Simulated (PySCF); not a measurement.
Zr⁺: ionisation energy

Zr⁺ [Kr] 4d2 5s1 (4F) → Zr²⁺ [Kr] 4d2 (3F), as a difference of total energies. Computed with PySCF 2.14 in ANO-RCC-VTZP (7s6p4d2f1g, 68 functions), with scalar relativity by spin-free X2C-1e. Correlated levels: valence: [Kr] frozen. The calculations carry no spin-orbit coupling.

```json
{"method": "UHF", "ionisation energy (eV)": "12.269", "plus first-order spin-orbit estimate": "12.259", "error of that sum (eV)": "-0.871"}
{"method": "MP2 (valence)", "ionisation energy (eV)": "12.494", "plus first-order spin-orbit estimate": "12.484", "error of that sum (eV)": "-0.646"}
{"method": "SCS-MP2 (valence)", "ionisation energy (eV)": "12.344", "plus first-order spin-orbit estimate": "12.334", "error of that sum (eV)": "-0.796"}
{"method": "CCSD (valence)", "ionisation energy (eV)": "12.567", "plus first-order spin-orbit estimate": "12.557", "error of that sum (eV)": "-0.573"}
{"method": "CCSD(T) (valence)", "ionisation energy (eV)": "12.570", "plus first-order spin-orbit estimate": "12.560", "error of that sum (eV)": "-0.570"}
```

Reference: 13.13 eV (measured; NIST Atomic Spectra Database, ionization energies).

A first-order spin-orbit estimate (lowest level to lowest level, LS coupling) adds -0.010 eV.

Errors of the correlated levels include the incompleteness of this basis and the frozen core.
